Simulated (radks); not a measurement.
Q: Ru III, 42 electrons, occupied as [Kr] 4d6. All-electron calculation, Dirac Kohn-Sham, PBE, spin-unpolarised, spherical densities, finite nucleus; open shells are shared between the two j in proportion to 2j + 1; Fermi nuclear charge, rms radius 4.4809 fm. Program: a radial shooting solver on a logarithmic mesh with Libxc functionals. Some entries of the table are withheld. Estimate them.

orbital,occ.,eigenvalue (eV),<r^2> (bohr^2)
1s1/2,2,-21945.65,0.001510
2s1/2,2,-3172.078,(1)
2p1/2,2,-2932.597,(2)
2p3/2,4,-2801.674,(3)
3s1/2,2,(4),0.1855
3p1/2,2,-482.4767,0.1822
3p3/2,4,-460.2618,0.1919
3d3/2,4,(5),0.1749
3d5/2,6,(6),0.1780
4s1/2,2,-96.4571,1.170
4p1/2,2,-68.7320,1.386
4p3/2,4,-65.3142,1.462
4d3/2,2.4,(7),2.749
4d5/2,3.6,(8),2.807

A: 
(1) 2s1/2 <r^2> (bohr^2): 0.02495
(2) 2p1/2 <r^2> (bohr^2): 0.01876
(3) 2p3/2 <r^2> (bohr^2): 0.02011
(4) 3s1/2 eigenvalue (eV): -575.3877
(5) 3d3/2 eigenvalue (eV): -295.8327
(6) 3d5/2 eigenvalue (eV): -291.5046
(7) 4d3/2 eigenvalue (eV): -24.3576
(8) 4d5/2 eigenvalue (eV): -23.9847
